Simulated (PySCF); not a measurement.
CH$_{9}$AlO$_{2}$Si$_{2}$, charge -1, doublet, at a GFN2-xTB geometry (such geometries of metal compounds can be far from the true shape) (a state made from the parent by changing its charge; the spin is typed, not shown lowest) (in this run its highest filled SCF level lies above zero, so its values depend strongly on the basis, on diffuse functions most of all); SVWN5/STO-3G run with PySCF.

Here is a job for PySCF.
```python
from pyscf import gto, scf, dft

mol = gto.Mole()
mol.atom = '''
    Al    0.19354210    0.30225555    0.29566521
    C     1.05732663    1.73202347    1.56042372
    H     1.75424696    1.28316310    2.27448695
    H     0.30759973    2.27173978    2.15034991
    H     1.62034120    2.49393643    1.00907015
    O    -0.94728715    1.05826374   -0.84777139
    Si   -1.94584385    1.81303945   -1.83382635
    H    -3.34347479    1.47647924   -1.50150112
    H    -1.68440660    1.40863552   -3.22905358
    H    -1.79209964    3.27615689   -1.74412881
    O     0.76244295   -1.36584032    0.58358036
    Si    1.32118516   -2.82503503    0.90117758
    H     0.22092115   -3.71167780    1.32553676
    H     2.32576204   -2.78974776    1.97964453
    H     1.95507832   -3.40159751   -0.29998414
'''
mol.basis = 'sto-3g'
mol.charge = -1
mol.spin = 1
mol.verbose = 4
mol.build()

mf = dft.UKS(mol)
mf.xc = 'lda,vwn'
mf.kernel()
```

What the program printed (banner, timings and long lists left out):

```
PySCF version 2.14.0

[INPUT] verbose = 4
[INPUT] num. atoms = 15
[INPUT] num. electrons = 73
[INPUT] charge = -1
[INPUT] spin (= nelec alpha-beta = 2S) = 1
[INPUT] symmetry False subgroup None
[INPUT] Mole.unit = angstrom
[INPUT] Symbol           X                Y                Z      unit          X                Y                Z       unit  Magmom
[INPUT]  1 Al     0.193542100000   0.302255550000   0.295665210000 AA    0.365741562573   0.571180209130   0.558726271462 Bohr   0.0
[INPUT]  2 C      1.057326630000   1.732023470000   1.560423720000 AA    1.998057754909   3.273049999619   2.948773469075 Bohr   0.0
[INPUT]  3 H      1.754246960000   1.283163100000   2.274486950000 AA    3.315046309251   2.424826832148   4.298157409397 Bohr   0.0
[INPUT]  4 H      0.307599730000   2.271739780000   2.150349910000 AA    0.581279245690   4.292966010480   4.063572401883 Bohr   0.0
[INPUT]  5 H      1.620341200000   2.493936430000   1.009070150000 AA    3.062001096349   4.712856824776   1.906866223974 Bohr   0.0
[INPUT]  6 O     -0.947287150000   1.058263740000  -0.847771390000 AA   -1.790113274820   1.999828636158  -1.602055743342 Bohr   0.0
[INPUT]  7 Si    -1.945843850000   1.813039450000  -1.833826350000 AA   -3.677111957669   3.426148013532  -3.465429561511 Bohr   0.0
[INPUT]  8 H     -3.343474790000   1.476479240000  -1.501501120000 AA   -6.318251657488   2.790141392206  -2.837425892528 Bohr   0.0
[INPUT]  9 H     -1.684406600000   1.408635520000  -3.229053580000 AA   -3.183067156410   2.661935342134  -6.102026907746 Bohr   0.0
[INPUT] 10 H     -1.792099640000   3.276156890000  -1.744128810000 AA   -3.386577507532   6.191039263207  -3.295925776864 Bohr   0.0
[INPUT] 11 O      0.762442950000  -1.365840320000   0.583580360000 AA    1.440808361105  -2.581064134688   1.102807052075 Bohr   0.0
[INPUT] 12 Si     1.321185160000  -2.825035030000   0.901177580000 AA    2.496678112240  -5.338542499002   1.702978815798 Bohr   0.0
[INPUT] 13 H      0.220921150000  -3.711677800000   1.325536760000 AA    0.417480468624  -7.014054504628   2.504901444443 Bohr   0.0
[INPUT] 14 H      2.325762040000  -2.789747760000   1.979644530000 AA    4.395053286510  -5.271859223019   3.740985985693 Bohr   0.0
[INPUT] 15 H      1.955078320000  -3.401597510000  -0.299984140000 AA    3.694562576875  -6.428087679902  -0.566887866313 Bohr   0.0

nuclear repulsion = 400.989390826448
number of shells = 33
number of NR pGTOs = 153
number of NR cGTOs = 51
basis = sto-3g
ecp = {}

******** <class 'pyscf.dft.uks.UKS'> ********
method = UKS
initial guess = minao
damping factor = 0
level_shift factor = 0
DIIS = <class 'pyscf.scf.diis.CDIIS'>
diis_start_cycle = 1
diis_space = 8
diis_damp = 0
SCF conv_tol = 1e-09
SCF conv_tol_grad = None
SCF max_cycles = 50
direct_scf = True
direct_scf_tol = 1e-13
number electrons alpha = 37  beta = 36
XC library pyscf.dft.libxc version 7.1.2
    S. Lehtola, C. Steigemann, M. J. T. Oliveira, and M. A. L. Marques,  SoftwareX 7, 1–5 (2018)
XC functionals = lda,vwn
    P. A. M. Dirac,  Math. Proc. Cambridge Philos. Soc. 26, 376 (1930)
    F. Bloch,  Z. Phys. 57, 545 (1929)
    S. H. Vosko, L. Wilk, and M. Nusair,  Can. J. Phys. 58, 1200 (1980)
radial grids:
    Treutler-Ahlrichs [JCP 102, 346 (1995); DOI:10.1063/1.469408] (M4) radial grids

becke partition: Becke, JCP 88, 2547 (1988); DOI:10.1063/1.454033
pruning grids: <function nwchem_prune>
grids dens level: 3
symmetrized grids: False
atomic radii adjust function: <function treutler_atomic_radii_adjust>
small_rho_cutoff = 0
Set gradient conv threshold to 3.16228e-05
tot grids = 188096
init E= -997.969563025713

cycle= 1 E= -997.537318096666  delta_E= 0.432  |g|= 0.794  |ddm|= 3.41
cycle= 2 E= -990.981763616691  delta_E= 6.56  |g|= 3.58  |ddm|=  6.5
cycle= 3 E= -997.971615879514  delta_E= -6.99  |g|= 0.349  |ddm|= 5.66
cycle= 4 E= -998.034215772225  delta_E= -0.0626  |g|= 0.153  |ddm|= 0.718
cycle= 5 E= -998.051311132731  delta_E= -0.0171  |g|= 0.0305  |ddm|= 0.297
cycle= 6 E= -998.051762080236  delta_E= -0.000451  |g|= 0.0209  |ddm|= 0.0793
cycle= 7 E= -998.052011685699  delta_E= -0.00025  |g|= 0.00705  |ddm|= 0.0461
cycle= 8 E= -998.052046628724  delta_E= -3.49e-05  |g|= 0.00123  |ddm|= 0.0166
cycle= 9 E= -998.052047740211  delta_E= -1.11e-06  |g|= 0.000342  |ddm|= 0.00315
cycle= 10 E= -998.052047831446  delta_E= -9.12e-08  |g|= 4.71e-05  |ddm|= 0.00083
cycle= 11 E= -998.052047833449  delta_E= -2e-09  |g|= 1.47e-05  |ddm|= 0.0003
cycle= 12 E= -998.052047833766  delta_E= -3.17e-10  |g|= 5.86e-06  |ddm|= 0.000182
Extra cycle  E= -998.052047833698  delta_E= 6.82e-11  |g|= 8.33e-06  |ddm|= 0.000147
converged SCF energy = -998.052047833698  <S^2> = 0.75110226  2S+1 = 2.001102
```
